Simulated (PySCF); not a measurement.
**Computed spin Hamiltonian**

Compound: C6H7O2S (doublet state).
Cartesian coordinates in Å at the GFN2-xTB level; atoms count from 1:
```xyz
16
C6H7O2S angstrom
C      0.6747    0.2102    2.5026
C     -0.5107    0.2248    1.7317
C     -0.5519   -0.6077    0.5747
C     -0.5510   -1.2546   -0.4427
C     -0.4946   -1.9917   -1.6731
O      0.3725   -1.8585   -2.4981
O     -1.5207   -2.8413   -1.8027
S     -0.6689    2.0958    0.9476
C      0.7633    2.1178   -0.1535
H      0.6780    0.6355    3.4880
H      1.6152   -0.0586    2.0578
H     -1.4438    0.2329    2.2921
H     -1.4574   -3.3136   -2.6476
H      1.6774    2.2088    0.4258
H      0.7707    1.2167   -0.7608
H      0.6397    2.9922   -0.7856
```

The hyperfine couplings belong to this conformer and change with its torsions.

Identity: `[CH2][C@H](C#CC(=O)O)SC` [radical].

The calculation used UKS B3LYP, pcH-1 on C H O S, non-relativistic, mean-field spin-orbit, GIAO (PySCF 2.14.0). One conformer (not necessarily the lowest) at the GFN2-xTB geometry, without solvent, vibrations or thermal averaging. A GFN2-xTB geometry isn't a minimum of the functional, and hyperfine couplings can be far from their values at a DFT geometry. The SCF solution wasn't tested for stability.

```json
{
 "g1, g2, g3": "2.00195, 2.00485, 2.00663",
 "g_iso": "2.00448",
 "Form of g": "rhombic: the two nearest values differ by 38 % of g3 − g1",
 "⟨S²⟩": "0.7627 (exact 0.7500)",
 "α and β electrons": "38, 37",
 "HOMO–LUMO gap, α and β orbitals": "4.24, 3.63 eV",
 "Basis functions": "305"
}
```

Isotropic coupling and dipolar principal values T1 to T3, in MHz; ρ(0) is the spin density at the nucleus:

```csv
atom,isotope,a_iso,of which spin–orbit,T1,T2,T3,Mulliken spin population,ρ(0) (bohr⁻³)
C1,13C,75.7,0.0,-70.6,-69.6,140.2,0.90,0.0673
C2,13C,-29.8,0.0,-11.8,3.3,8.5,-0.12,-0.0265
C3,13C,13.1,0.0,-1.6,0.3,1.2,0.02,0.0116
C4,13C,-0.9,0.0,-2.9,0.8,2.1,-0.02,-0.0008
C5,13C,0.8,0.0,-0.2,0.0,0.2,0.00,0.0007
O6,17O,0.2,0.0,-0.4,-0.3,0.7,0.00,-0.0003
O7,17O,0.2,0.0,-0.1,0.0,0.1,0.00,-0.0004
S8,33S,21.7,0.5,-36.5,-31.2,67.7,0.29,0.0617
C9,13C,-0.7,0.1,-0.9,-0.4,1.3,-0.01,-0.0007
H10,1H,-52.7,0.0,-33.1,-1.0,34.1,-0.04,-0.0118
H11,1H,-54.6,0.0,-33.5,-0.4,34.0,-0.04,-0.0122
H12,1H,37.6,0.0,-5.4,-1.9,7.3,0.01,0.0084
H13,1H,-0.2,0.0,-0.2,-0.2,0.4,0.00,0.0000
H14,1H,4.1,0.0,-3.6,-1.2,4.8,0.01,0.0009
H15,1H,0.1,0.0,-2.7,-0.6,3.3,0.00,0.0000
H16,1H,15.2,0.0,-2.6,-0.4,3.1,0.00,0.0034
```

The largest Mulliken spin populations are on C1 (+0.90), S8 (+0.29) and C2 (-0.12). The positive populations add up to 1.22 and the negative ones to -0.22, together 2S = 1. The angles at C1 add up to 359.1°, so it is planar; its axial dipolar tensor and the negative couplings of its protons fit spin in a p orbital normal to that plane.

Axes: g2 points within 8° of the C2–C3 bond.

Under fast tumbling the dipolar parts average out, and these isotropic splittings remain: 1 × 1H (H11, I = 1/2, 2 lines) with 1.94 mT, 1 × 1H (H10, I = 1/2, 2 lines) with 1.88 mT, 1 × 1H (H12, I = 1/2, 2 lines) with 1.34 mT and 3 × 1H (H14/H15/H16, I = 1/2, 4 lines) with 0.23 mT.

Means are taken over nuclei equivalent by connectivity, which assumes that they swap fast. H10 and H11 aren't averaged: C1 is flat or nearly so (angle sum 359°), and its turn about the short C1–C2 bond (1.41 Å) is taken as slow. The three 1H nuclei of mean +6.5 MHz run from 0.1 to 15.2 MHz in the frozen geometry.

The 13C coupling of C1 (75.7 MHz) shows only in satellite lines or after enrichment, since that isotope makes up about 1.07 % of natural carbon.

The 33S coupling of S8 (21.7 MHz) shows only in satellite lines or after enrichment, since that isotope makes up about 0.76 % of natural sulfur.

The spin density at the nucleus, in bohr⁻³, is negative for C2 (-0.0265), H11 (-0.0122) and H10 (-0.0118), for instance. A restricted open-shell determinant has no negative spin density anywhere; here it arises because α and β orbitals differ (spin polarisation).
